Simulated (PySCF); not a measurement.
**Exercise with solution: dipole moment from atomic charges**

H4N2OSW, SMILES [O]=[W]([NH2])([NH2])=[S], multiplicity 1. Atoms are numbered in the order given.

```xyz
9

W      0.1481    -0.0470     0.0000
O      0.7989    -1.6450     0.0000
S     -2.0213     0.0348     0.0000
N      0.7909     0.8383    -1.6186
H      0.3125     1.6062    -2.0989
H      1.6473     0.5674    -2.1119
N      0.7909     0.8383     1.6186
H      1.6473     0.5674     2.1119
H      0.3125     1.6062     2.0989
```

The structure is a stationary point at PBE-D3(BJ)/def2-SVP. The multiplicity is an assumed one; no other spin state was optimised. The structure was generated by enumeration; whether it is a known compound was not checked. The def2 effective core potentials stand for the cores of W; spin–orbit coupling is left out. One conformer was computed; it need not be the lowest.

Charges (e) from PBE/def2-TZVP (PySCF):

```json
[
 {"atom": "W1", "ESP fit": "1.117", "Mulliken": "1.060"},
 {"atom": "O2", "ESP fit": "-0.420", "Mulliken": "-0.412"},
 {"atom": "S3", "ESP fit": "-0.357", "Mulliken": "-0.363"},
 {"atom": "N4", "ESP fit": "-0.965", "Mulliken": "-0.657"},
 {"atom": "H5", "ESP fit": "0.380", "Mulliken": "0.259"},
 {"atom": "H6", "ESP fit": "0.415", "Mulliken": "0.256"},
 {"atom": "N7", "ESP fit": "-0.965", "Mulliken": "-0.657"},
 {"atom": "H8", "ESP fit": "0.415", "Mulliken": "0.256"},
 {"atom": "H9", "ESP fit": "0.380", "Mulliken": "0.259"}
]
```

The dipole moment of the full density is 4.52 D.

Question: What dipole moment does each set of point charges give, and which comes closer to that of the density?

Answer: 
μ = Σ q r, and 1 e Å = 4.8032 D.
ESP fit: Σ q r = (0.630, 0.700, 0.000) e Å, |μ| = 4.52 D.
Mulliken: Σ q r = (0.528, 0.636, 0.000) e Å, |μ| = 3.97 D.
ESP fit comes closer in size. Point charges leave out the atoms' own dipoles (lone pairs, polarised bonds); fits to the potential absorb them, partitions of the density don't.
